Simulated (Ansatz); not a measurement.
The cluster ZrAg4⁺, relaxed as a doublet with UKS r2SCAN-D4/def2-SVP in Ansatz, starting from the GFN2-xTB geometry. Force threshold 0.02 eV/Å.

In the def2 sets Ag, Zr take a core potential; there is no spin–orbit coupling. Another isomer (doublet) lies 0.23 eV lower at PBE0-D4/def2-TZVP; other spin states weren't run for this one.

Start:

```
atom   x (Å)   y (Å)   z (Å)
 Zr1  -0.348   0.512   0.469
 Ag2   0.812   2.242   2.456
 Ag3   0.028  -1.633  -1.688
 Ag4  -2.864  -0.310  -0.804
 Ag5   2.371  -0.811  -0.433
```

```tsv
step	energy (eV)	largest force component (eV/Å)	SCF passes
1	-17275.2229	0.888	110
2	-17275.6168	0.628	50
3	-17275.8116	0.485	78
4	-17275.8816	0.193	74
5	-17275.9128	0.098	79
6	-17275.9594	0.146	87
7	-17276.0416	0.351	56
8	-17276.1255	0.257	62
9	-17276.1959	0.209	53
10	-17276.2341	0.162	55
11	-17276.2446	0.035	41
12	-17276.2450	0.019	35
```

Force components are those of the run's own axes.

End:

```csv
atom,x (Å),y (Å),z (Å)
Zr1,0.076,1.118,-0.325
Ag2,0.299,1.259,2.303
Ag3,-0.215,-1.656,-0.622
Ag4,-2.399,-0.115,-0.704
Ag5,2.240,-0.606,-0.651
```

By distances, no bond broke or formed. The bond that changes most is Ag3–Ag4, from 3.30 to 2.67 Å (atoms count from 1).

No frequencies were taken in this run, so the end may be a saddle point.

Run time 3.8 min (4 threads of Arm Neoverse V1 on a shared host), peak host memory 0.64 GiB.
